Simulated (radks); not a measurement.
Q: Sm II, 61 electrons, occupied as [Xe] 4f6 6s1. All-electron calculation, Dirac Kohn-Sham, PBE, spin-unpolarised, spherical densities, point nucleus; open shells are shared between the two j in proportion to 2j + 1; speed of light set to 13703.6 atomic units (100 times the physical value, a model run). Program: a radial shooting solver on a logarithmic mesh with Libxc functionals. Some entries of the table are withheld. Estimate them.

orbital,occ.,eigenvalue (hartree),<1/r> (bohr^-1)
1s1/2,2,-1618.871,(1)
2s1/2,2,-255.9036,14.26
2p1/2,2,-243.0261,14.28
2p3/2,4,-243.0242,14.28
3s1/2,2,-56.00001,(2)
3p1/2,2,(3),5.287
3p3/2,4,(4),5.287
3d3/2,4,(5),(6)
3d5/2,6,(7),(8)
4s1/2,2,-11.09605,2.272
4p1/2,2,-8.91034,2.178
4p3/2,4,-8.91026,2.178
4d3/2,4,-5.03689,1.969
4d5/2,6,-5.03687,1.969
5s1/2,2,-1.62359,(9)
5p1/2,2,-1.04983,0.7649
5p3/2,4,-1.04981,0.7649
4f5/2,2.57143,-0.42746,1.417
4f7/2,3.42857,-0.42746,1.417
6s1/2,1,-0.29195,0.3030

A: 
(1) 1s1/2 <1/r> (bohr^-1): 61.46
(2) 3s1/2 <1/r> (bohr^-1): 5.350
(3) 3p1/2 eigenvalue (hartree): -50.32248
(4) 3p3/2 eigenvalue (hartree): -50.32209
(5) 3d3/2 eigenvalue (hartree): -39.74738
(6) 3d3/2 <1/r> (bohr^-1): 5.181
(7) 3d5/2 eigenvalue (hartree): -39.74728
(8) 3d5/2 <1/r> (bohr^-1): 5.181
(9) 5s1/2 <1/r> (bohr^-1): 0.8723
